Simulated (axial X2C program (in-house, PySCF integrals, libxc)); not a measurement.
**Photoelectron levels of SnTe by EOM-IP-CCSD**

Calculated with an in-house all-electron X2C program for linear molecules (integrals from PySCF): two-component X2C with atomic mean-field Coulomb and Gaunt terms, Gaussian nuclei, basis Te dyall-cv3z, Sn dyall-cv3z with contracted cores.

R = 2.529 Å (near the PBE0 minimum at charge 0 of the determinant lowest at the starting distance; the state shown can have its own minimum elsewhere).

Vertical ionisation energies of SnTe to the states of SnTe⁺:

| Ω of SnTe⁺ | vertical IE (eV) | above lowest (cm⁻¹) | ionised spinor | one-hole weight |
| --- | --- | --- | --- | --- |
| 3/2 | 8.411 | 0 | 72% Te pπ, 21% Sn pπ | 0.94 |
| 1/2 | 8.753 | 2754 | 51% Te pπ, 17% Sn pπ, 13% Sn pσ | 0.94 |
| 1/2 | 9.108 | 5620 | 30% Te pσ, 27% Sn pσ, 25% Te pπ | 0.94 |

(1) What is the splitting of the first π pair in the table, and is it regular or inverted?

This point took 6.6 s on 1 thread of Arm Neoverse V1, with other jobs on the host.

Reference electrons by ω block (each with its −ω partner): 1/2: 32, 3/2: 15, 5/2: 4. 10 electrons of SnTe correlated (inner shells frozen), 94 natural virtual spinors (a truncated set); levels can be off by some tenths of an eV. Roots sought by Ω: (1/2: 4, 3/2: 3, 5/2: 1); the list ends where they run out and leaves out roots under 60 % one-particle weight. The solver can skip a root, and states that need a further excitation, which the method places far too high, are missing though they may lie low or lowest. T1 of the reference 0.029 (Lee–Taylor). Number of frozen shells: Te 4 s, 3 p, 2 d; Sn 4 s, 3 p, 2 d. Large amplitudes in the reference (orbital relaxation or multireference character) lower the reliability.

Answers

(1) E(3/2) − E(1/2) = 0 − 2754 = -2754 cm⁻¹ at EOM-IP-CCSD: inverted, Ω = 3/2 lower. Splittings at this level can be off by ten to twenty per cent.
